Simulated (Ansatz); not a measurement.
Job for Ansatz (a quantum-chemistry and plane-wave program): R-CCSD(T)/aug-cc-pVQZ on FH3 (a complex), monomers drawn apart or pushed together.

Ansatz 0.2 input:
```yaml
crystal:
  periodic: [false, false, false]
  atoms:
    - {symbol: F, position_ang: [-0.08209952, 0.19386140, -0.50397270]}
    - {symbol: H, position_ang: [-0.06940098, 0.09894462, 0.41765146]}
    - {symbol: H, position_ang: [-0.06865682, -0.61680013, 3.87850447]}
    - {symbol: H, position_ang: [0.03036884, 0.11953767, 3.94904052]}
basis:
  gaussian:
    orbitals: aug-cc-pVQZ
magnetization: {spin_polarized: false}
correlation: {method: ccsd_t, electrons: outside_noble_gas}
scf: {lower_state_search: off}
```

The head of its log:

```
WARN ansatz: RAYON_NUM_THREADS=1 ignored (pool sized by the plan → 1); use --threads N
Functional definition: HF
these checks for a lower state are left out or cut short: stability, starts, cluster_reference, orbital_swaps, neighbouring_geometries, increment
integrals: 1.02 GiB planned
1295 factors; integrals over basis functions are off by at most 1.2e-3 eV
mean field: 0.46 GiB planned
mean field evaluation 1: about -2752.7679 eV, gradient 2.5e1 eV
mean field evaluation 2: about -2752.7678 eV, gradient 2.5e1 eV
mean field evaluation 4: about -2753.8313 eV, gradient 1.3e0 eV
mean field evaluation 8: about -2753.8376 eV, gradient 6.1e-5 eV
mean field -2753.83755659 eV, -101.2016635865 hartree, gradient 1.7e-6 eV, S^2 0.000000; 0 other end points of the search recorded, 0 dependent functions left out
1 core orbitals not correlated
reference -2753.83755659 eV, -101.2016635865 hartree; 5, 5 occupied and 212, 212 virtual orbitals, 1295 factors
```

What total energy does the run end on?

-101.5515 hartree (reference determinant -101.2017, T1 diagnostic 0.009).
